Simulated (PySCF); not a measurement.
## Electron correlation in Ho(2+) (holmium, charge +2)

[Xe] 4f11, one real determinant. Computed with PySCF 2.14 in x2c-TZVPPall with one added diffuse shell each of s, p, d, f type (12s8p8d5f2g, 129 functions), with the spin-free X2C one-electron Hamiltonian (Gaussian nucleus). Frozen: [Kr] 4d10; 19 electrons correlated.

MP2 pair energies summed by pair of shells (mhartree):

```json
{"pair": "4f-4f", "energy": "-421.41", "share (%)": "48.8"}
{"pair": "4f-5p", "energy": "-229.82", "share (%)": "26.6"}
{"pair": "5p-5p", "energy": "-121.49", "share (%)": "14.1"}
{"pair": "4f-5s", "energy": "-51.95", "share (%)": "6.0"}
{"pair": "5s-5p", "energy": "-32.21", "share (%)": "3.7"}
{"pair": "5s-5s", "energy": "-6.14", "share (%)": "0.7"}
```

Total MP2 correlation energy: -863.02 mhartree.

Same-spin part -332.51 and opposite-spin part -530.51 mhartree; SCS-MP2 scales them by 1/3 and 6/5 to -747.44 mhartree.

The reference is one real determinant that mixes LS terms of this configuration.
